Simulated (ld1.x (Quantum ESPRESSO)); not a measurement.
## An all-electron radial function and its pseudo partner (niobium)

Columns: radius, all-electron u(r) and pseudo u(r) of the 5s shell (level -3.98 eV) of niobium in the configuration [Kr] 4d4 5s1 5p0; PBE, scalar-relativistic, PAW scheme, ld1.x (Quantum ESPRESSO) 7.5.

```json
{"r (bohr)": "0.220", "all-electron": "0.0674", "pseudo": "0.0488"}
{"r (bohr)": "0.440", "all-electron": "0.0914", "pseudo": "0.0982"}
{"r (bohr)": "0.660", "all-electron": "-0.1608", "pseudo": "0.1485"}
{"r (bohr)": "0.880", "all-electron": "-0.2629", "pseudo": "0.1999"}
{"r (bohr)": "1.100", "all-electron": "-0.2033", "pseudo": "0.2522"}
{"r (bohr)": "1.320", "all-electron": "-0.0623", "pseudo": "0.3049"}
{"r (bohr)": "1.540", "all-electron": "0.0969", "pseudo": "0.3570"}
{"r (bohr)": "1.760", "all-electron": "0.2416", "pseudo": "0.4071"}
{"r (bohr)": "1.980", "all-electron": "0.3593", "pseudo": "0.4537"}
{"r (bohr)": "2.200", "all-electron": "0.4479", "pseudo": "0.4950"}
{"r (bohr)": "2.420", "all-electron": "0.5099", "pseudo": "0.5293"}
{"r (bohr)": "2.640", "all-electron": "0.5494", "pseudo": "0.5551"}
{"r (bohr)": "2.860", "all-electron": "0.5704", "pseudo": "0.5712"}
{"r (bohr)": "3.080", "all-electron": "0.5767", "pseudo": "0.5767"}
{"r (bohr)": "3.300", "all-electron": "0.5715", "pseudo": "0.5715"}
{"r (bohr)": "3.520", "all-electron": "0.5577", "pseudo": "0.5577"}
{"r (bohr)": "3.740", "all-electron": "0.5374", "pseudo": "0.5374"}
{"r (bohr)": "3.960", "all-electron": "0.5125", "pseudo": "0.5125"}
{"r (bohr)": "4.180", "all-electron": "0.4847", "pseudo": "0.4847"}
{"r (bohr)": "4.400", "all-electron": "0.4552", "pseudo": "0.4552"}
{"r (bohr)": "4.620", "all-electron": "0.4249", "pseudo": "0.4249"}
{"r (bohr)": "4.840", "all-electron": "0.3947", "pseudo": "0.3947"}
{"r (bohr)": "5.060", "all-electron": "0.3650", "pseudo": "0.3650"}
{"r (bohr)": "5.280", "all-electron": "0.3364", "pseudo": "0.3364"}
{"r (bohr)": "5.500", "all-electron": "0.3091", "pseudo": "0.3091"}
{"r (bohr)": "5.720", "all-electron": "0.2832", "pseudo": "0.2832"}
```

(1) How many radial nodes do the two functions have?

(2) At about which radius was the pseudo-wave matched?

(3) Is the pseudo-wave norm-conserving?

Answers

(1) The all-electron 5s function has n − l − 1 = 4 (the table is too coarse to show those close to the nucleus); the pseudo-wave has 0, since the states of the same l below it are removed with the core.

(2) 3.10 bohr, where the columns begin to agree (steps of 0.22 bohr).

(3) No, it belongs to a PAW set: the norm inside the radius is not constrained, and the difference is carried by the augmentation charge.
